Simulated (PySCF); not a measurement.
**SMILES C=N/N=C(\C)C(C)C, C6H12N2**

Geometry (Å), atoms numbered from 1 in this order:
```xyz
20

C     3.484    0.558   -0.620
N     2.410    0.142   -1.136
N     1.203    0.503   -0.867
C     0.308   -0.050   -0.163
C     0.569   -1.229    0.732
C    -1.082    0.528   -0.242
C    -1.638    0.831    1.150
C    -2.018   -0.416   -1.004
H     4.408    0.255   -1.083
H     3.536    1.205    0.254
H     1.483   -1.734    0.423
H    -0.257   -1.934    0.697
H     0.692   -0.897    1.763
H    -1.007    1.463   -0.806
H    -1.773   -0.085    1.721
H    -0.963    1.486    1.696
H    -2.602    1.326    1.065
H    -2.988    0.056   -1.144
H    -1.603   -0.651   -1.981
H    -2.167   -1.344   -0.457
```

Method used: PySCF 2.14.0, GIAO BHandHLYP/6-31G magnetisability, rotational g tensor and spin-rotation constants, non-relativistic, gas phase. Geometry: GFN2-xTB.

(1) Give the nuclear spin-rotation constants along the inertial axes (H = +C I·J) beside the isotropic shieldings.

Results:

(1) Rotational constants 4.0640, 1.0968, 1.0637 GHz. A star marks the isotopologue with that one atom substituted, in its own axes.
| atom | isotope | Caa (kHz) | Cbb (kHz) | Ccc (kHz) | mean (kHz) | σ (ppm) |
| --- | --- | --- | --- | --- | --- | --- |
| N2 | 14N | 1.395 | 0.137 | 0.139 | 0.557 | -128.4 |
| N3 | 14N | 1.203 | 0.150 | 0.131 | 0.495 | -95.7 |
| H9 | 1H | 0.282 | -0.117 | -0.096 | 0.023 | 26.5 |
| H10 | 1H | -0.337 | -0.033 | -0.015 | -0.128 | 26.3 |
| H11 | 1H | -0.091 | -0.131 | -0.081 | -0.101 | 31.5 |
| H12 | 1H | -0.157 | -0.130 | -0.062 | -0.116 | 31.4 |
| H13 | 1H | -0.474 | -0.009 | -0.100 | -0.194 | 31.5 |
| H14 | 1H | -0.408 | -0.060 | -0.036 | -0.168 | 30.4 |
| H15 | 1H | -0.438 | -0.068 | -0.055 | -0.187 | 32.0 |
| H16 | 1H | -0.302 | -0.099 | -0.059 | -0.153 | 31.9 |
| H17 | 1H | -0.067 | -0.117 | -0.104 | -0.096 | 32.0 |
| H18 | 1H | -0.074 | -0.113 | -0.105 | -0.098 | 32.0 |
| H19 | 1H | -0.315 | -0.044 | -0.106 | -0.155 | 31.8 |
| H20 | 1H | -0.436 | -0.077 | -0.046 | -0.186 | 32.0 |
| C1 | 13C* | 1.366 | 0.227 | 0.266 | 0.620 | 86.4 |
| C4 | 13C* | 1.519 | 0.296 | 0.278 | 0.698 | 63.9 |
| C5 | 13C* | 0.503 | 0.122 | 0.101 | 0.242 | 189.5 |
| C6 | 13C* | 0.605 | 0.171 | 0.158 | 0.311 | 162.8 |
| C7 | 13C* | 0.525 | 0.127 | 0.134 | 0.262 | 180.4 |

For the geometry as given, no vibrational averaging.
